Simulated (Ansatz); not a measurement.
(FInO)3 ring (In3O3F3), relaxed as a singlet with RKS r2SCAN-D4/def2-SVP in Ansatz, starting from the GFN2-xTB geometry. Force threshold 0.02 eV/Å.

In the def2 sets In takes a core potential; there is no spin–orbit coupling.

Start:

```csv
atom,x (Å),y (Å),z (Å)
In1,1.251,0.141,1.502
F2,2.662,0.042,2.810
O3,1.385,1.372,-0.013
In4,0.249,1.122,-1.587
F5,0.712,1.935,-3.271
O6,-1.251,-0.130,-1.487
In7,-1.558,-1.193,0.125
F8,-3.203,-2.172,0.343
O9,-0.247,-1.117,1.578
```

Estimate the energy that the relaxation releases and the steps that it takes.

0.16 eV, in 8 steps; 38 s on 2 threads of AMD EPYC 7R13 on a shared host. The force fell under the threshold at step 4, but the optimiser went on. No frequencies were taken in this run, so the end may be a saddle point.

Does the start keep its bonding and symmetry?

By distances, no bond broke or formed. The bond that changes most is In4–O6, from 1.96 to 2.00 Å (atoms count from 1). Point group Cs at the start, D3h at the end, both within 0.05 Å.

Predict the relaxed structure.


```xyz
9

In    1.320    0.084    1.503
F     2.607    0.158    2.959
O     1.611    1.170   -0.150
In    0.302    1.079   -1.659
F     0.603    2.118   -3.275
O    -1.314   -0.086   -1.500
In   -1.624   -1.162    0.157
F    -3.205   -2.283    0.313
O    -0.300   -1.079    1.652
```
Bond lengths (bridged metal pairs left out): 6 × In–O 2.00 Å; 3 × F–In 1.95 Å.
